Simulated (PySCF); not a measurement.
silylphosphine (H5PSi), SMILES [SiH3]P. Geometry: PBE0-D3(BJ)/def2-TZVP.

Computed with PBE0-D3(BJ)/def2-TZVP (PySCF).

Harmonic wavenumbers (cm⁻¹): 173, 455, 460, 477, 721, 781, 898, 937, 947, 1090, 2219, 2230, 2233, 2404, 2414. Rotational constants (GHz): 51.45, 5.558, 5.534; symmetry number 1.

Task: Work out the zero-point energy and the ideal-gas rigid-rotor harmonic-oscillator thermochemistry at 298.15 K and 1 atm.

Result: ZPE = ½ Σ hcν = ½ × 18440 cm⁻¹ = 110.30 kJ/mol. H − E(el) = 124.74 kJ/mol. Entropy in J/(mol K): translation 160.63, rotation 95.54, vibration 23.51, total 279.68. G − E(el) = 41.35 kJ/mol. Cp = 71.07 J/(mol K).
